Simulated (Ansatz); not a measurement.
Relaxation of F$_{4}$H$_{4}$O$_{2}$W (11 atoms, charge 0, multiplicity 1), to a largest force component of 0.03 eV/Å in at most 50 steps.

Computed with RKS B3LYP-D4/def2-SVP (Ansatz 0.2.0).

```xyz
11
Properties=species:S:1:pos:R:3
W -0.269 -0.049 -0.021
F 0.156 -0.081 1.796
F 1.478 -0.771 -0.103
F -1.114 1.530 0.537
F -1.965 -0.413 -0.708
H -0.581 -1.689 0.274
O 0.179 0.455 -1.766
H 1.076 0.672 -2.063
O 1.943 1.899 1.020
H 2.710 1.306 0.993
H 1.466 1.592 1.827
```

Q: Where does it end, and by what steps?

A: It converged. After 13 steps the energy has fallen by 0.453 eV; H11 moved furthest, 0.85 Å. Joined: W1–O9 (3.13 → 2.37 Å).

```tsv
step	energy less start (eV)	largest force component (eV/Å)	accepted
0	0.0000	0.630	yes
1	-0.0548	1.628	yes
2	-0.1996	1.249	yes
3	-0.3435	1.185	yes
4	-0.3868	0.678	yes
5	-0.4137	0.497	yes
6	-0.4337	0.329	yes
7	-0.3241	1.569	no
8	-0.4448	0.242	yes
9	-0.4493	0.105	yes
10	-0.4515	0.050	yes
11	-0.4519	0.063	yes
12	-0.4524	0.072	yes
13	-0.4526	0.019	yes
```

```xyz
11
Properties=species:S:1:pos:R:3
W -0.114 -0.002 0.081
F 0.237 -0.387 1.899
F 1.554 -0.909 -0.136
F -0.915 1.526 0.880
F -1.849 -0.170 -0.596
H -0.521 -1.640 0.158
O 0.322 0.601 -1.641
H 1.234 0.726 -1.941
O 1.624 1.511 0.655
H 2.289 1.031 1.175
H 1.218 2.163 1.250
```

Whether the end is a true minimum wasn't checked by a vibrational analysis.

Time of the run: 47 s on 4 threads of Arm Neoverse V1 (shared host), peak memory 0.4 GiB.
